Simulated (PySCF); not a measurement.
**Radial density of K(2+) (potassium, charge +2)**

UHF, [Ne] 3s2 3p5, 2P determinant. Computed with PySCF 2.14 in def2-SVP (5s3p2d, 24 functions), with no relativity, point nucleus.

| r (bohr) | 4πr²ρ (e/bohr) | 4πr²(ρα − ρβ) |
| --- | --- | --- |
| 0.00152 | 0.1216 | 0.0000 |
| 0.00255 | 0.3359 | 0.0000 |
| 0.00429 | 0.8957 | 0.0000 |
| 0.00722 | 2.255 | 0.0000 |
| 0.0121 | 5.310 | 0.0001 |
| 0.0204 | 10.97 | 0.0006 |
| 0.0344 | 18.45 | 0.0034 |
| 0.0578 | 22.15 | 0.0177 |
| 0.0972 | 17.62 | 0.0668 |
| 0.164 | 16.84 | 0.1576 |
| 0.275 | 22.79 | 0.1403 |
| 0.463 | 12.36 | 0.0007 |
| 0.778 | 4.837 | 0.4513 |
| 1.31 | 5.529 | 0.7710 |
| 2.20 | 1.330 | 0.2138 |
| 3.70 | 0.03389 | 0.0058 |
| 6.23 | 0.001089 | 0.0003 |
| 10.5 | 3.875e-05 | 0.0000 |
